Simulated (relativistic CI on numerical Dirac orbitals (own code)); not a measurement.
Method of calculation: Dirac-Coulomb-Breit CI, separate exchange-only KLI orbitals for each configuration, QED by a radiative potential, unscaled Slater integrals (own radial code, finite nucleus).

The strongest absorption lines from the ground level of an ion, among the configurations computed and to levels below about 3340 eV (vacuum wavelength in nm, gf): 0.49719 (0.7), 0.54359 (1.7), 0.54906 (0.081), 0.55537 (0.12), 0.61913 (0.29), 2.5362 (0.77), 3.9482 (0.47), 5.5880 (0.0052).

Problem. Which ion is it?
A. Er50+
B. Os58+
C. Er52+
D. Nd42+

Solution. A. Er50+ has 18 electrons and the ground level 3s²3p⁶ ¹S0; the strongest line goes to 3s²3p⁵4d ¹P°1. The pattern of lines fixes the number of electrons, and along that sequence the line energies rise steadily with the charge (about as its square where n changes within one kind of shell, about linearly where n is kept but much faster in heavy ions where fine structure, which grows about as Z⁴, sets the gap, and irregularly where shells cross), which fixes Z. Configurations outside the model, such as inner-shell arrays, can give stronger lines. At this charge energies of transitions that change n are usually good to better than 1 %, and those within a shell (Δn = 0) to a few per cent.

LS names give the leading component of a level, which can be under half, so a name can repeat, a term be missing and a line seem to break the LS rules.
